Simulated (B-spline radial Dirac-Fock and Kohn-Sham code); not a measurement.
The L3 (2p3/2) hole of holmium ions: width and yield against charge

These are calculated numbers from a B-spline atomic structure program; the model is one-electron (LDA, Dirac) transition rates at Dirac-Fock energies. Tabulated ground configurations, configuration averages; single configurations, so decays that open only by mixing (as 1s 2s² with 1s 2p² in Be-like ions) are missing and such tiny yields are far too low.

```tsv
ion	configuration	radiative (eV)	non-radiative (eV)	yield
Ho	[Xe] 4f11 6s2	0.774	3.23	0.193
Ho⁺	[Xe] 4f11 6s1	0.773	3.23	0.193
Ho²⁺	[Xe] 4f11	0.773	3.23	0.193
Ho³⁺	[Xe] 4f10	0.774	3.24	0.193
Ho⁴⁺	[Xe] 4f9	0.775	3.25	0.192
Ho⁵⁺	[Kr] 4d10 4f9 5s2 5p5	0.776	3.25	0.193
Ho⁶⁺	[Kr] 4d10 4f9 5s2 5p4	0.776	3.24	0.193
Ho⁷⁺	[Kr] 4d10 4f9 5s2 5p3	0.776	3.24	0.193
```
